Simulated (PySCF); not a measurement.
# Gd⁶⁰⁺ (gadolinium, charge +60): Hartree-Fock from Schrödinger to Dirac-Coulomb-Breit

Occupied: 1s1/2, 2s1/2. Hartree-Fock calculated with PySCF 2.14 in an uncontracted even-tempered set (19 s from 14 bohr⁻², ratio 2.3; 15 p from 16 bohr⁻², ratio 2.3), Gaussian nucleus throughout. NR is non-relativistic, sf-X2C the spin-free one-electron X2C Hamiltonian, X2C adds the bare one-electron spin-orbit term, X2C-SNSO screens it by Boettger's factors, DC is four-component Dirac-Coulomb, and the Gaunt and Breit terms are added at first order (total energies over the DC spinors, levels after relaxing the spinors in that mean field). QED terms are absent. Levels marked empty are virtual spinors of this ion.

```
Hamiltonian  E (hartree)  E − E(DC) (hartree)  CPU seconds
         NR   -5020.0303             320.0500         0.25
     sf-X2C   -5337.8194               2.2610         0.15
        X2C   -5337.8194               2.2610         0.15
   X2C-SNSO   -5337.8194               2.2610         0.15
         DC   -5340.0803               0.0000          3.6
   DC+Gaunt   -5335.5025               4.5779            6
   DC+Breit   -5335.5994               4.4809           51
```

```json
{"level (eV)": "1s1/2", "NR": "-53965.4", "sf-X2C": "-57154.1", "X2C": "-57154.1", "X2C-SNSO": "-57154.1", "DC": "-57208.4", "DC+Gaunt": "-57098.6", "DC+Breit": "-57099.8"}
{"level (eV)": "2s1/2", "NR": "-12989.7", "sf-X2C": "-13960.3", "X2C": "-13960.3", "X2C-SNSO": "-13960.3", "DC": "-13966.6", "DC+Gaunt": "-13953.6", "DC+Breit": "-13954.9"}
{"level (eV)": "2p1/2 (empty)", "NR": "-12626.6", "sf-X2C": "-12992.8", "X2C": "-13553.6", "X2C-SNSO": "-13533.8", "DC": "-13540.2", "DC+Gaunt": "-13516.4", "DC+Breit": "-13519.7"}
{"level (eV)": "2p3/2 (empty)", "NR": "-12626.6", "sf-X2C": "-12992.8", "X2C": "-12757.7", "X2C-SNSO": "-12764.6", "DC": "-12765.9", "DC+Gaunt": "-12752.8", "DC+Breit": "-12756.1"}
{"level (eV)": "3s1/2 (empty)", "NR": "-5586.4", "sf-X2C": "-5913.2", "X2C": "-5913.2", "X2C-SNSO": "-5913.2", "DC": "-5914.9", "DC+Gaunt": "-5911.3", "DC+Breit": "-5911.9"}
```

```json
{"interval (eV)": "2p3/2 − 2p1/2", "X2C": "796.0", "X2C-SNSO": "769.1", "DC": "774.3", "DC+Gaunt": "763.6", "DC+Breit": "763.6"}
```

Weight of the small component: 1s1/2 0.0572, 2s1/2 0.0138, 2p1/2 0.0137, 2p3/2 0.0129, 3s1/2 0.00583.

Koopmans' value for the highest occupied level at DC+Breit: 13954.9 eV, against an ionisation energy of 13943 ± 10 eV (theoretical estimate listed by NIST; NIST Atomic Spectra Database, ionization energies); the former lacks relaxation, correlation, QED and recoil.

The whole ladder took 62 s of wall time on 1 thread of AMD EPYC 9R45 96-Core Processor (shared host), launched as `OMP_NUM_THREADS=1 python relrun2.py TASK.json OUT` (a driver that calls PySCF for each Hamiltonian).
